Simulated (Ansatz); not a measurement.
Ansatz (a program for electronic structure) input (CCSD(T,full)/cc-pwCVTZ):
A basis named .json is the Basis Set Exchange file of that set.

Ansatz 0.2 input:
```yaml
crystal:
  periodic: [false, false, false]
  atoms:
    - {symbol: F, position_ang: [1.34890204, 0.41912652, -0.79375472]}
    - {symbol: C, position_ang: [0.37436218, 0.07369748, 0.08190089]}
    - {symbol: F, position_ang: [0.99190072, -0.07109754, 1.27919053]}
    - {symbol: C, position_ang: [-0.88901082, 0.92750623, 0.06623804]}
    - {symbol: C, position_ang: [-1.56896671, -0.38367707, -0.36094099]}
    - {symbol: O, position_ang: [-0.28397136, -1.08163743, -0.30469827]}
    - {symbol: H, position_ang: [-0.87414125, 1.72035656, -0.67576421]}
    - {symbol: H, position_ang: [-1.16986936, 1.31427114, 1.04139520]}
    - {symbol: H, position_ang: [-1.97677581, -0.40610795, -1.37002631]}
    - {symbol: H, position_ang: [-2.27297553, -0.81284099, 0.34987157]}
basis:
  gaussian:
    orbitals: cc-pwCVTZ.json
magnetization: {spin_polarized: false}
correlation: {method: ccsd_t, frozen_orbitals: {C: 0, F: 0, H: 0, O: 0}}
```

Output:

```
Functional definition: HF
integrals: 3.03 GiB planned
1876 factors; integrals over basis functions are off by at most 1.3e-3 eV
mean field: 1.75 GiB planned
mean field evaluation 1: about -10602.4208 eV, gradient 4.5e1 eV
mean field evaluation 2: about -10602.9691 eV, gradient 4.5e1 eV
mean field evaluation 4: about -10606.9166 eV, gradient 4.3e0 eV
mean field evaluation 8: about -10606.9870 eV, gradient 2.8e-1 eV
mean field evaluation 16: about -10602.4229 eV, gradient 4.5e1 eV
mean field -10606.98723800 eV, -389.7995913222 hartree, gradient 2.1e-6 eV, S^2 0.000000; 0 other end points of the search recorded, 0 dependent functions left out
reference -10606.98723800 eV, -389.7995913222 hartree; 24, 24 occupied and 290, 290 virtual orbitals, 1876 factors
second order -42.05660061 eV of doubles, -0.00000000 eV of singles
coupled cluster: 4.68 GiB planned
cycle   1  -41.83799302 eV  change    2.2e-1 eV  update   1.1e-1
cycle   2  -42.63394154 eV  change   -8.0e-1 eV  update   3.3e-2
cycle   3  -42.79849524 eV  change   -1.6e-1 eV  update   1.6e-2
cycle   4  -42.77357289 eV  change    2.5e-2 eV  update   3.5e-3
cycle   5  -42.77285473 eV  change    7.2e-4 eV  update   1.7e-3
cycle   6  -42.77467965 eV  change   -1.8e-3 eV  update   5.1e-4
cycle   7  -42.77440365 eV  change    2.8e-4 eV  update   2.0e-4
cycle   8  -42.77422282 eV  change    1.8e-4 eV  update   5.6e-5
cycle   9  -42.77423579 eV  change   -1.3e-5 eV  update   1.8e-5
perturbative correction -1.38529724 eV, -0.0509087346 hartree
Total energy: -10651.14677103 eV, -391.4224242288 hartree
```
